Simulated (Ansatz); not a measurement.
Coupled-cluster diagnostics for Be₄O₄H₁₆, Ansatz.

Geometry of the singlet (r2SCAN-D4/def2-SVP):

Cartesian coordinates in Å:
```
O -1.944 -0.483 0.868
O 1.189 0.551 -1.746
O 0.691 -2.069 0.011
O 0.064 2.001 0.867
Be -0.913 -0.579 2.092
Be -0.350 -1.992 -1.205
Be -0.981 2.112 -0.344
Be 2.245 0.459 -0.543
H -2.189 0.426 0.475
H -1.939 -1.194 0.136
H 0.769 -0.298 -2.125
H 0.521 1.322 -1.784
H 0.358 -2.029 0.975
H 1.604 -1.620 -0.066
H -0.186 1.491 1.715
H 1.061 1.901 0.676
H -0.253 -1.793 2.218
H -0.629 0.622 2.725
H -1.683 -2.155 -0.856
H 0.173 -1.539 -2.408
H -0.421 2.345 -1.592
H -2.281 1.729 -0.044
H 2.362 1.603 0.234
H 2.734 -0.812 -0.278
```

Correlated methods freeze 4 core orbitals. In the singlet geometry the species has come apart into loosely held pieces.

(1) Estimate the CCSD(T) correlation energy, the shares of MP2 and (T), T1 and the reference's ⟨S²⟩ for: charge 0, singlet, own geometry in def2-SVP; and the rough time on 4 threads of Arm Neoverse V2 on a shared host.

Answers

(1) 
```
                          state     basis  correlation (eV)  MP2 share (%)  (T) share (%)     T1  ⟨S²⟩ (pure)  wall time
charge 0, singlet, own geometry  def2-SVP           -32.026           91.2            1.9  0.010  0.00 (0.00)      2 min
```
Customary marks for T1 are 0.02 (closed shells), 0.045 (open shells) and about 0.05 (3d metals). T1 stays under 0.02 throughout.
